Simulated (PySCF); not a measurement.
An excited-state table with gaps

Compound: C6H10OSi.
InChI=1S/C6H10OSi/c1-2-3-6-4-5-7-8-6/h1,6H,3-5,8H2/t6-/m0/s1

Computed, not measured: TDDFT CAM-B3LYP/def2-SVPD, vertical, gas phase, core orbitals frozen in the response (PySCF). Geometry: GFN2-xTB, one conformer, isolated molecule.

Orbital energies (eV): HOMO-3 -9.85, HOMO-2 -9.39, HOMO-1 -9.22, HOMO -9.11, LUMO 1.01, LUMO+1 1.18, LUMO+2 1.80.

Lowest singlets, with some entries withheld (?).

```tsv
state	E (eV)	f	main configurations (H = HOMO, L = LUMO)
S1	?	0.0004	H→L+6 (24%), H-1→L+7 (10%)
S2	6.89	?	H→L+6 (20%), H-1→L+7 (17%), H-1→L+3 (11%)
S3	6.90	0.0032	H-1→L+6 (28%), H→L+7 (13%), H→L+3 (10%)
S4	7.05	0.0022	H-2→L (67%), H-2→L+1 (11%)
S5	7.35	?	H-3→L (38%), H→L (36%)
S6	7.52	0.041	?
S7	7.54	0.027	?
S8	?	?	?
```

Q: Supply the missing values.

A: 
- S1: E = 6.65 eV
- S2: f = 0.0040
- S5: f = 0.034
- S6: H→L+1 (49%), H-3→L (11%), H→L+2 (10%)
- S7: H-1→L+1 (35%), H-1→L+2 (25%), H-1→L (24%)
- S8: E = 7.62 eV; f = 0.0064; H-2→L+1 (56%)

Q: How far apart are S1 and S7, in eV and cm⁻¹?

A: 7.545 − 6.648 = 0.897 eV, or about 7230 cm⁻¹.

Q: What is the mean static polarisability from the same response equations?

A: 92.8 au (13.76 Å³), with principal values 76.1, 87.7 and 114.7 au.

Q: Where do the lowest triplets lie (Tamm–Dancoff)?

A: T1 5.52 eV, H-1→L+6 (25%), H→L+7 (10%); T2 6.02 eV, H-1→L+6 (28%), H→L+7 (14%), H→L+3 (9%); T3 6.02 eV, H→L+6 (26%), H-1→L+7 (15%), H-1→L+3 (9%). E(S1) − E(T1) = +1.13 eV.

Hardware: one thread of an Intel Xeon at 2.50 GHz (shared host). Cost: 2.8 min of wall time, 1.2 GiB resident at most.
